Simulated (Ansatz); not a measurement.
`[OH][SbH][NH][SiH3]` + `CC` → `C[CH2][SbH][OH]` + `N[SiH3]`  (formal exchange of groups at the Sb–N bond)

Isolated molecules relaxed with PBE0-D4/def2-TZVP in Ansatz; ΔE leaves out vibrations. CCSD(T)/CBS is the MP2 limit (def2-TZVPP, def2-QZVPP) plus CCSD(T) − MP2 in def2-TZVPP, frozen cores. This one scheme is used for every species. Functionals use def2-TZVPP. B3LYP here is the variant with VWN-RPA as its local correlation; programs differ in this. Elements past krypton have def2 core potentials. For Sb outer-core shells are correlated without core-valence functions, which leaves a few kJ/mol of doubt a bond. Each species was taken in one conformer, which may not be the lowest.

(1) Is it downhill or uphill in electronic energy at CCSD(T)/CBS, and by how much? (Best estimate.)

(2) What do these levels give: r2SCAN-D4, PBE0-D4, B3LYP-D4, ωB97X-V, ωB97M-V, r2SCAN, PBE0, B3LYP, HF/def2-TZVPP, MP2/def2-TZVPP, SCS-MP2/def2-TZVPP, CCSD(T)/def2-TZVPP? (Estimate.)

Largest T1 diagnostic among the species: 0.014.

## Answers

(1) The calculation gave: Uphill: ΔE = +0.41 eV.

(2) Ansatz gave: r2SCAN-D4 0.43, PBE0-D4 0.40, B3LYP-D4 0.46, ωB97X-V 0.44, ωB97M-V 0.43, r2SCAN 0.43, PBE0 0.39, B3LYP 0.44, HF/def2-TZVPP 0.46, MP2/def2-TZVPP 0.42, SCS-MP2/def2-TZVPP 0.44, CCSD(T)/def2-TZVPP 0.42 eV.

In def2-TZVPP, CCSD(T) changes the Hartree–Fock value by −0.05 eV (the triples alone add +0.01 eV) and MP2 by −0.04 eV.
